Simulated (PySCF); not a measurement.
C₈H₁₃Ga.
SMILES with atom numbers: `[CH:1]#[C:2][Ga:3]1[CH2:4][CH2:5][CH2:6][C@H:7]1[CH2:8][CH3:9]` (hydrogens: H10 on C1; H11, H12 on C4; H13, H14 on C5; H15, H16 on C6; H17 on C7; H18, H19 on C8; H20, H21, H22 on C9)

Computed by this run: PBE0-D3(BJ)/def2-SVP geometry optimisation, gas phase (PySCF 2.14.0); density fitting, grid level 1; the optimiser is geomeTRIC in internal coordinates, started from a GFN2-xTB structure.

Step 0: E = -60854.6682 eV
```
atom  x, y, z in Å  |  force x, y, z in eV/Å
C1      2.5641    3.3046   -0.6020    0.167   0.326  -0.074
C2      2.0572    2.2391   -0.3394   -0.999  -2.033   0.473
Ga3     1.1957    0.4922    0.0581    0.074  -0.174  -0.009
C4      1.4976   -0.9126    1.5306   -0.272   0.318  -0.974
C5      0.7087   -2.0650    0.8933   -0.372   0.475   0.103
C6     -0.6039   -1.5628    0.2588    0.764  -0.025  -0.190
C7     -0.3198   -0.5695   -0.8779    0.154   0.467   0.513
C8     -1.5397    0.2398   -1.3198    0.475   0.228   0.473
C9     -1.9133    1.3407   -0.3343    0.200  -0.408  -0.418
H10     3.0137    4.2331   -0.8270    0.351   0.744  -0.181
H11     1.0490   -0.6318    2.4897   -0.098   0.242   0.180
H12     2.5333   -1.2009    1.7277    0.295   0.136   0.016
H13     1.3147   -2.5286    0.1060    0.124  -0.225  -0.155
H14     0.4759   -2.8378    1.6314    0.017  -0.314   0.178
H15    -1.1957   -1.0746    1.0394   -0.268   0.072   0.249
H16    -1.1767   -2.4205   -0.1060   -0.295  -0.205  -0.100
H17     0.0414   -1.1446   -1.7423    0.309  -0.005  -0.086
H18    -1.3235    0.7000   -2.2886   -0.041   0.066  -0.285
H19    -2.3956   -0.4316   -1.4566   -0.244  -0.184  -0.139
H20    -2.1335    0.9281    0.6499   -0.117  -0.079   0.397
H21    -1.0783    2.0454   -0.2365    0.101   0.266   0.057
H22    -2.7885    1.8896   -0.6759   -0.328   0.311  -0.027
```

Step 1: E = -60854.8654 eV
```
atom  x, y, z in Å  |  force x, y, z in eV/Å
C1      2.5557    3.1613   -0.6007    0.026  -0.017  -0.042
C2      2.0538    2.0672   -0.3927    0.173   0.453  -0.042
Ga3     1.1901    0.4341    0.0237    0.009   0.016   0.008
C4      1.4954   -0.8490    1.4746    0.109  -0.360   0.180
C5      0.7120   -2.0480    0.9071    0.058  -0.022   0.027
C6     -0.5849   -1.5693    0.2454   -0.085  -0.031  -0.040
C7     -0.2939   -0.5293   -0.8545   -0.206  -0.180  -0.058
C8     -1.5088    0.2782   -1.3081    0.026  -0.031  -0.048
C9     -1.9564    1.3293   -0.3050   -0.016   0.058   0.045
H10     3.0051    4.1227   -0.7908   -0.033  -0.072   0.012
H11     1.0455   -0.5037    2.4252    0.004   0.050  -0.104
H12     2.5467   -1.0942    1.7004   -0.066   0.058  -0.030
H13     1.3303   -2.5479    0.1357   -0.046  -0.027   0.065
H14     0.4955   -2.8155    1.6708    0.016   0.035   0.006
H15    -1.2197   -1.1093    1.0272   -0.006  -0.042  -0.035
H16    -1.1608   -2.4250   -0.1533    0.019   0.035   0.009
H17     0.1174   -1.0755   -1.7274    0.019   0.058   0.053
H18    -1.2751    0.7758   -2.2651   -0.021  -0.022   0.025
H19    -2.3540   -0.4075   -1.5180    0.044   0.039  -0.028
H20    -2.2141    0.8815    0.6690    0.005   0.022  -0.012
H21    -1.1547    2.0715   -0.1338   -0.046  -0.003   0.007
H22    -2.8422    1.8849   -0.6514    0.017  -0.017   0.004
```

Step 2: E = -60854.8805 eV
```
atom  x, y, z in Å  |  force x, y, z in eV/Å
C1      2.5758    3.1946   -0.6197    0.014  -0.032  -0.036
C2      2.0748    2.1040   -0.3960   -0.074  -0.052   0.096
Ga3     1.2070    0.4456    0.0351    0.037   0.052  -0.043
C4      1.5059   -0.8735    1.4785    0.020  -0.143  -0.038
C5      0.7060   -2.0631    0.9145    0.038   0.077  -0.033
C6     -0.5879   -1.5746    0.2462    0.027   0.060  -0.016
C7     -0.2921   -0.5267   -0.8469   -0.095  -0.032   0.088
C8     -1.5052    0.2820   -1.3056    0.034   0.005   0.018
C9     -1.9753    1.3285   -0.3038    0.006  -0.012   0.000
H10     3.0235    4.1514   -0.8242    0.000   0.002  -0.001
H11     1.0609   -0.5175    2.4248   -0.019   0.053  -0.022
H12     2.5544   -1.1226    1.7014   -0.002   0.016  -0.017
H13     1.3170   -2.5765    0.1487   -0.010  -0.031   0.021
H14     0.4825   -2.8234    1.6823   -0.011   0.032   0.025
H15    -1.2270   -1.1184    1.0250   -0.016  -0.020  -0.001
H16    -1.1640   -2.4259   -0.1582    0.016   0.004  -0.020
H17     0.1265   -1.0633   -1.7198    0.039   0.020   0.005
H18    -1.2652    0.7838   -2.2576    0.001   0.005   0.002
H19    -2.3430   -0.4053   -1.5310   -0.003   0.006  -0.020
H20    -2.2432    0.8781    0.6655    0.003   0.000   0.002
H21    -1.1873    2.0803   -0.1181   -0.002  -0.001  -0.003
H22    -2.8613    1.8746   -0.6624   -0.004  -0.009  -0.007
```

Step 3: E = -60854.8844 eV
```
atom  x, y, z in Å  |  force x, y, z in eV/Å
C1      2.5796    3.1915   -0.6223    0.019  -0.017  -0.037
C2      2.0750    2.1049   -0.3891   -0.063  -0.037   0.083
Ga3     1.2097    0.4477    0.0387    0.024   0.004  -0.043
C4      1.5136   -0.8797    1.4732    0.018  -0.036  -0.053
C5      0.7044   -2.0631    0.9168    0.013   0.029  -0.016
C6     -0.5878   -1.5718    0.2465    0.025   0.037  -0.004
C7     -0.2914   -0.5226   -0.8421   -0.054   0.030   0.075
C8     -1.5018    0.2860   -1.3049    0.016  -0.003   0.006
C9     -1.9855    1.3244   -0.3017   -0.001  -0.011  -0.003
H10     3.0298    4.1449   -0.8357    0.005   0.013   0.000
H11     1.0727   -0.5114    2.4165   -0.015   0.027   0.006
H12     2.5622   -1.1289    1.6918    0.007  -0.002  -0.005
H13     1.3102   -2.5891    0.1561   -0.002  -0.025   0.007
H14     0.4762   -2.8140    1.6921   -0.021   0.014   0.019
H15    -1.2306   -1.1186    1.0238   -0.011  -0.016   0.007
H16    -1.1617   -2.4223   -0.1619    0.008  -0.009  -0.018
H17     0.1353   -1.0524   -1.7148    0.031  -0.003  -0.005
H18    -1.2557    0.7940   -2.2519    0.008   0.012  -0.001
H19    -2.3358   -0.4013   -1.5433   -0.011  -0.002  -0.016
H20    -2.2597    0.8680    0.6629    0.003  -0.001   0.002
H21    -1.2043    2.0803   -0.1052    0.005   0.001  -0.003
H22    -2.8715    1.8658   -0.6670   -0.006  -0.002  -0.002
```

**Question.** Estimate the geometry and energy of step 4. (The exact step hangs on the optimiser's Hessian estimate; all steps are aligned on step 3, rigid shifts and turns removed.)

**Answer.** E = -60854.8877 eV, largest force 0.095 eV/Å
```
atom  x, y, z in Å  |  force x, y, z in eV/Å
C1      2.5904    3.1862   -0.6304    0.014  -0.010  -0.028
C2      2.0763    2.1090   -0.3747   -0.018   0.025   0.038
Ga3     1.2164    0.4521    0.0445    0.009  -0.052  -0.026
C4      1.5300   -0.8896    1.4616    0.011   0.088  -0.035
C5      0.7005   -2.0634    0.9228   -0.007  -0.036   0.006
C6     -0.5867   -1.5656    0.2475   -0.008  -0.009   0.003
C7     -0.2893   -0.5106   -0.8314    0.003   0.081   0.024
C8     -1.4957    0.2956   -1.3048   -0.020  -0.023  -0.027
C9     -2.0097    1.3140   -0.2972   -0.006   0.001   0.001
H10     3.0475    4.1320   -0.8630    0.001   0.005   0.007
H11     1.0983   -0.4992    2.4012    0.009  -0.024   0.023
H12     2.5785   -1.1438    1.6725    0.002  -0.019   0.013
H13     1.2953   -2.6165    0.1731    0.006  -0.004  -0.001
H14     0.4577   -2.7947    1.7127   -0.013   0.004   0.001
H15    -1.2374   -1.1217    1.0236   -0.002  -0.005   0.004
H16    -1.1542   -2.4158   -0.1708    0.001  -0.004  -0.008
H17     0.1550   -1.0290   -1.7032   -0.001  -0.026  -0.002
H18    -1.2350    0.8201   -2.2390    0.011   0.011   0.006
H19    -2.3204   -0.3928   -1.5728    0.003  -0.004  -0.004
H20    -2.2960    0.8418    0.6563    0.003   0.000   0.001
H21    -1.2422    2.0770   -0.0766    0.004   0.000   0.000
H22    -2.8963    1.8472   -0.6733   -0.001   0.002   0.005
```

The energy changes by -0.0034 eV. The first-order estimate −F·Δx gives -0.0073 eV and the mean of the old and new forces, exact on a quadratic surface, -0.0042 eV. The step makes an angle of 73° with the force vector and moves no atom by more than 0.048 Å.

The cost below is that of the whole optimisation. The run took 3.2 min on Arm Neoverse V2, one thread, no GPU, shared host with 32 logical CPUs at a one-minute load of 20, and the process peaked at 0.90 GiB of memory.
